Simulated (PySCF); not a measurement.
Species: B2FH3O.
Bonds: B1–O2, O2–B3, B3–F4. Hydrogens: H5, H6 on B1; H7 on B3.

Computed by this run: PySCF, PBE0-D3(BJ)/def2-SVP geometry optimisation, gas phase; density fitting, grid level 1; the optimiser is geomeTRIC in internal coordinates, started from a GFN2-xTB structure with every atom displaced at random (about 0.01 Å).

Step 9: E = -6157.2726 eV
```
atom  x, y, z in Å  |  force x, y, z in eV/Å
B1     -1.2423   -0.5203   -0.0065    0.013  -0.027  -0.008
O2      0.0029   -0.0336   -0.0642   -0.015   0.025   0.038
B3      1.2237    0.5042   -0.0504   -0.009  -0.005  -0.030
F4      1.9047    0.5169    1.0843   -0.004   0.009   0.020
H5     -2.1580    0.2382    0.2166    0.016   0.010   0.000
H6     -1.4066   -1.7052   -0.1838   -0.004  -0.001  -0.022
H7      1.7109    0.9691   -1.0485    0.004  -0.012   0.002
```

Step 10: E = -6157.2652 eV
```
atom  x, y, z in Å  |  force x, y, z in eV/Å
B1     -1.2436   -0.5169   -0.0115   -0.001  -0.041   0.031
O2      0.0085   -0.0508    0.0757    0.091   0.125  -0.021
B3      1.2220    0.5058   -0.0162   -0.144  -0.151  -0.215
F4      2.0090    0.5075    1.0417    0.041   0.038   0.189
H5     -2.1720    0.2499    0.1097    0.035   0.021   0.027
H6     -1.4057   -1.7013   -0.1977    0.007   0.005  -0.037
H7      1.6172    0.9750   -1.0543   -0.029   0.002   0.025
```

Step 11: E = -6157.2733 eV
```
atom  x, y, z in Å  |  force x, y, z in eV/Å
B1     -1.2449   -0.5190   -0.0092    0.029  -0.023   0.017
O2      0.0052   -0.0402    0.0080    0.014   0.073   0.003
B3      1.2241    0.5061   -0.0327   -0.083  -0.100  -0.138
F4      1.9587    0.5177    1.0647    0.019   0.028   0.120
H5     -2.1689    0.2417    0.1689    0.029   0.016   0.010
H6     -1.4067   -1.7028   -0.1979    0.007   0.004  -0.028
H7      1.6680    0.9658   -1.0543   -0.016   0.003   0.015
```

Q: Estimate the geometry and energy of step 12. (The exact step hangs on the optimiser's Hessian estimate; all steps are aligned on step 11, rigid shifts and turns removed.)

A: E = -6157.2740 eV, largest force 0.160 eV/Å
```
atom  x, y, z in Å  |  force x, y, z in eV/Å
B1     -1.2449   -0.5192   -0.0107    0.022  -0.013   0.043
O2      0.0047   -0.0405    0.0169    0.041   0.073  -0.024
B3      1.2237    0.5050   -0.0318   -0.080  -0.100  -0.096
F4      1.9580    0.5309    1.0664    0.013   0.023   0.093
H5     -2.1666    0.2413    0.1791    0.015   0.007  -0.002
H6     -1.4070   -1.7005   -0.2140    0.005   0.004  -0.026
H7      1.6677    0.9524   -1.0585   -0.018   0.006   0.012
```

The energy changes by -0.0007 eV. The first-order estimate −F·Δx gives -0.0011 eV and the mean of the old and new forces, exact on a quadratic surface, -0.0008 eV. The step makes an angle of 81° with the force vector and moves no atom by more than 0.016 Å.

The cost below is that of the whole optimisation. The run took 15 s wall on Arm Neoverse V2, one thread (shared host), and the process peaked at 0.31 GiB of memory.
